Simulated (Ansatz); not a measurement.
dimethyl telluride (SMILES C[Te]C) moved off its minimum; all values from Ansatz (an electronic-structure program), cores frozen in correlated methods. Elements past Kr take the def2 small-core potentials, without spin–orbit coupling.
(charge 0, multiplicity 1)
```xyz
9

C      1.4771    -0.4003     1.0280
Te     0.0669     0.1835    -0.3674
C     -1.6441    -0.6418     0.8232
H      1.5733    -1.4650     1.2554
H      2.6792    -0.0435     0.7241
H      1.3973     0.2289     1.9712
H     -1.4719    -1.6368     1.0266
H     -2.4610    -0.2249     0.3020
H     -1.6616    -0.1452     1.9004
```

### Question
Give the forces (eV/Å), the total energy and the dipole at CCSD(T)/def2-TZVPPD.

### Answer

```json
[
 {"atom": "C1", "Fx": "4.792", "Fy": "1.757", "Fz": "1.552"},
 {"atom": "Te2", "Fx": "-1.215", "Fy": "-0.230", "Fz": "-0.187"},
 {"atom": "C3", "Fx": "1.842", "Fy": "3.912", "Fz": "2.584"},
 {"atom": "H4", "Fx": "-0.333", "Fy": "0.157", "Fz": "-0.093"},
 {"atom": "H5", "Fx": "-3.452", "Fy": "-1.044", "Fz": "0.273"},
 {"atom": "H6", "Fx": "-0.324", "Fy": "-1.039", "Fz": "-0.905"},
 {"atom": "H7", "Fx": "-0.273", "Fy": "-2.387", "Fz": "-0.414"},
 {"atom": "H8", "Fx": "-1.288", "Fy": "-0.516", "Fz": "-0.633"},
 {"atom": "H9", "Fx": "0.250", "Fy": "-0.610", "Fz": "-2.178"}
]
```
Energy -346.7789 hartree, dipole 1.17 D.
